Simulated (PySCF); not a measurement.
**Deuteron quadrupole couplings in `OB(O)[SiH]([SiH3])[SiH3]`**

Species: BH9O2Si3.
Numbering: `[OH:1][B:2]([OH:3])[SiH:4]([SiH3:5])[SiH3:6]` (hydrogens: H7 on O1; H8 on O3; H9 on Si4; H10, H11, H12 on Si5; H13, H14, H15 on Si6)

Structure used (PBE0-D3(BJ)/def2-SVP), in Å, numbered top down from 1:
```
atom  x, y, z in Å
O1     1.4339   -0.6102    1.6054
B2     1.3698   -0.9680    0.2932
O3     2.2449   -1.8109   -0.3176
Si4   -0.1517   -0.1591   -0.7787
Si5   -2.1843   -0.6614    0.2770
Si6    0.0316    2.1784   -0.7258
H7     2.1589   -0.9997    2.1090
H8     2.9455   -2.1554    0.2496
H9    -0.1763   -0.6374   -2.1979
H10   -2.1465   -0.1383    1.6780
H11   -2.4213   -2.1389    0.3328
H12   -3.3394   -0.0280   -0.4333
H13    1.3293    2.6417   -1.3117
H14   -0.0316    2.6406    0.6959
H15   -1.0842    2.8274   -1.4832
```

Level: PBE0/pcSseg-1 (PySCF, non-relativistic); Q(2H) = 0.00286 b; rigid geometry, the same for H and D, with no vibrational averaging.

Q: Tabulate Vzz, the asymmetry η and χzz = 234.96 MHz × Q × Vzz for every hydrogen position.

A: 
```tsv
atom	bonded to	bond length (Å)	Vzz (au)	η	χzz (kHz)
H7	O1	0.965	0.4669	0.07	314
H8	O3	0.965	0.4660	0.07	313
H9	Si4	1.498	0.1442	0.00	97
H10	Si5	1.496	0.1413	0.02	95
H11	Si5	1.497	0.1410	0.01	95
H12	Si5	1.497	0.1411	0.01	95
H13	Si6	1.497	0.1410	0.01	95
H14	Si6	1.496	0.1411	0.02	95
H15	Si6	1.497	0.1412	0.01	95
```

Q: Average by the element that carries the hydrogen.

A: on O: 313 kHz over 2 positions, mean bond length 0.965 Å; on Si: 95 kHz over 7 positions, mean bond length 1.497 Å.

The structure is a single PBE0-D3(BJ)/def2-SVP conformer in the gas phase; no vibrational or solvent corrections. These gradients aren't converged with respect to the basis.
